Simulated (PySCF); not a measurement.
Isomers of C8H4N2, one GFN2-xTB conformer each. Single-point energies are computed at PBE0/pcSseg-1 (PySCF, gas phase, no added dispersion term), electronic only.

```csv
SMILES,GFN2-xTB relative energy (kcal/mol)
N#CC1=C[C@@H]2C(C#N)=C[C@H]12,58.3
N#Cc1cccc(C#N)c1,0.0
```

Task: What does PBE0/pcSseg-1 give for the same structures?

Result: 
```tsv
SMILES	PBE0/pcSseg-1 E (Eh)	PBE0/pcSseg-1 (kcal/mol)	GFN2-xTB (kcal/mol)	point group
N#Cc1cccc(C#N)c1	-416.18661	0.0	0.0	C2v
N#CC1=C[C@@H]2C(C#N)=C[C@H]12	-416.06999	73.2	58.3	C2
```

Both levels put the same isomer lowest. As drawn, the lower has an aromatic ring, which the higher lacks; the higher has a four-membered ring and a C=C bond outside aromatic rings, which the lower lacks.

Task: Which frontier levels, dipoles and rotational constants go with these structures?

Result: 
```csv
SMILES,"HOMO (eV, PBE0/pcSseg-1)",LUMO (eV),dipole (D),"A, B, C (MHz)"
N#Cc1cccc(C#N)c1,-8.44,-2.42,4.32,"2764, 921.7, 691.2"
N#CC1=C[C@@H]2C(C#N)=C[C@H]12,-8.13,-2.52,2.99,"4050, 760.8, 749.0"
```
